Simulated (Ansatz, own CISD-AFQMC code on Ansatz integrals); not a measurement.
C3H6Si, SMILES `C=C=C[SiH3]` (charge 0, multiplicity 1).

Cartesian coordinates (Å):
```xyz
10

C      2.1528     0.3558     0.4883
C      1.0330    -0.0567    -0.0299
C     -0.1082    -0.4508    -0.5162
Si    -1.7301    -0.0487     0.3121
H      2.5793     1.3134     0.2138
H      2.6962    -0.2489     1.2047
H     -0.1081    -1.0335    -1.4354
H     -1.4698     0.7474     1.5306
H     -2.6006     0.7188    -0.6116
H     -2.4444    -1.2975     0.6727
```
Charge 0, multiplicity 1.

Frozen-core correlation energies in cc-pVDZ at a geometry from B3LYP-D3(BJ)/def2-TZVP, on an HF energy of -405.97143 Ha (<S^2> = 0.00). Wave-function levels are from Ansatz, the walk from an own CISD-AFQMC code on Ansatz integrals (time step 0.005/Ha, trial state from CCSD amplitudes, largest double 0.08).

```csv
level,correlation energy (mHa)
MP2,-490.6
CCSD,-542.7
CCSD(T),-562.6
```

Question: What correlation energy does phaseless AFQMC give, and where does it lie among these levels?

Answer: -564.9 ± 0.4 mHa (one standard error). AFQMC minus each level: MP2 -74.3 mHa, CCSD -22.3 mHa, CCSD(T) -2.3 mHa.
